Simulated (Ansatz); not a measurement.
Geometry optimisation, RKS B3LYP-D4/def2-SVP (Ansatz 0.2.0).

input.yaml

```yaml
crystal:
  periodic: [false, false, false]
  atoms:
    - { symbol: B, position_ang: [-0.146059, 0.40051, -0.367258] }
    - { symbol: O, position_ang: [-0.061075, -0.06065, 2.198778] }
    - { symbol: H, position_ang: [-1.02386, -0.164559, 2.174827] }
    - { symbol: H, position_ang: [0.851411, -0.178975, -0.703585] }
    - { symbol: O, position_ang: [-1.393323, -0.100192, -0.516832] }
    - { symbol: H, position_ang: [-1.391394, -1.003128, -0.85618] }
    - { symbol: F, position_ang: [-0.062031, 1.656853, 0.06461] }
    - { symbol: H, position_ang: [0.051932, 0.90584, 2.04724] }
basis:
  gaussian: { orbitals: def2-SVP }
hamiltonian:
  xc: b3lyp
  dispersion: d4
relax:
  f_tol: 0.03
  max_steps: 50
```

Launched with:

```bash
$ ansatz run input.yaml --threads 1 --pin off --max-ram 2048MiB --backend cpu --events-out ev --progress --plain --runs-dir out
```

Problem. Where does it end, and by what steps?

Solution. The run converged. After 7 steps the energy has fallen by 0.022 eV; H8 moved furthest, 0.16 Å.

```csv
step,energy less start (eV),largest force component (eV/Å),accepted
0,0.0000,0.768,yes
1,-0.0105,0.658,yes
2,-0.0116,0.625,yes
3,-0.0176,0.535,yes
4,-0.0201,0.322,yes
5,-0.0218,0.037,yes
6,-0.0220,0.045,yes
7,-0.0222,0.025,yes
```

```xyz
8
Properties=species:S:1:pos:R:3
B -0.155 0.404 -0.327
O -0.062 -0.070 2.038
H -1.027 -0.148 2.060
H 0.852 -0.187 -0.623
O -1.403 -0.101 -0.498
H -1.390 -1.020 -0.791
F -0.083 1.706 -0.019
H 0.093 0.872 2.202
```

Whether the end is a true minimum wasn't checked by a vibrational analysis.

Time of the run: 19 s on 1 thread of AMD EPYC 7R43 64-Core Processor (Zen 3) (shared host), peak memory 0.15 GiB.
